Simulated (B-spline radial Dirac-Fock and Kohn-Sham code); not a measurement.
Z = 13 (aluminum), transition energy 1380 keV. Level of theory: a Dirac-Hartree-Slater potential of the neutral atom with a Latter tail (no hole, which puts coefficients of high multipoles low close above an edge), finite nucleus with surface currents; a radial finite-basis atomic code. Subshells that would emit electrons below 1 keV are left out, and so is internal pair formation.

**Question.** A pure transition shows α(K) = 6.06e-06, L1/L2 = 1730 and L1/L3 = 521. What is its multipolarity?
A. M2
B. E4
C. M1
D. M3
E. E2
F. E3
G. E1
H. M4

**Answer.** G. For comparison, α(K), L1/L2, L1/L3 are E2 1.17e-05, 927, 572; E3 2.12e-05, 519, 552; E4 3.76e-05, 318, 483; M1 9.32e-06, 1160, 847; M2 1.72e-05, 701, 1050; M3 3.07e-05, 468, 946; M4 5.41e-05, 334, 670.

Values without a named source are computed, but for edge energies of neutral atoms, which are taken from tables.
